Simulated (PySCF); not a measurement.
# Bond lengths and vibrations by method: FH3NSi2 cation

These are calculations, not measurements. The program is PySCF 2.14.0, an open-source quantum chemistry code, run on an isolated molecule that a program drew, which may never have been made. The molecule is FH3NSi2 cation (charge +1, singlet), drawn as the SMILES string `F[SiH]=N[SiH2+]`.

The geometry was optimised and harmonic frequencies were computed with HF and MP2, all in the cc-pV(D+d)Z basis, for the commonest isotopes, with a restricted reference for singlets and an unrestricted one otherwise, and a frozen core in MP2. Each result is a local minimum of its method.

Geometry at the HF minimum:
```xyz
7
FH3NSi2 cation, angstrom
F    -1.8380   -1.7724    1.0120
Si   -0.3647   -2.2172    0.7277
N     0.3069   -1.9898   -0.6795
Si    0.9183   -1.7239   -2.1300
H     0.2455   -2.8315    1.8881
H     0.8006   -2.7228   -3.1873
H     1.6261   -0.4832   -2.4287
```

Lengths of the bonds as drawn, in Å (atoms numbered as above):
```
bond,HF,MP2
F1-Si2,1.565,1.587
Si2-N3,1.576,1.602
N3-Si4,1.596,1.618
Si2-H5,1.448,1.456
Si4-H6,1.459,1.465
Si4-H7,1.459,1.465
```

Rotational constants, in GHz:
```
constant,HF,MP2
A,21.69,21.42
B,1.964,1.901
C,1.842,1.785
```

Harmonic frequencies in cm^-1, each column in rising order, so a row needn't be the same motion in every method:
```
rank,HF,MP2
1,114,99
2,141,124
3,185,206
4,382,347
5,641,579
6,680,630
7,751,706
8,796,731
9,900,?
10,1020,974
11,1065,1007
12,1530,1453
13,2431,2366
14,2464,2410
15,2510,2437
```

**Estimate the missing MP2 frequency from the HF column.**

A single factor s that minimises the squared misfit of MP2 against s times HF over the other rows is sum(HF x MP2) / sum(HF^2) = 0.9652, with an rms misfit of 24 cm^-1. For rank 9 it gives 0.9652 x 900 = 869 cm^-1. The calculation gives 842 cm^-1, 27 cm^-1 below the estimate. The drawn bonds are on average 1.0 % longer in MP2 than in HF.
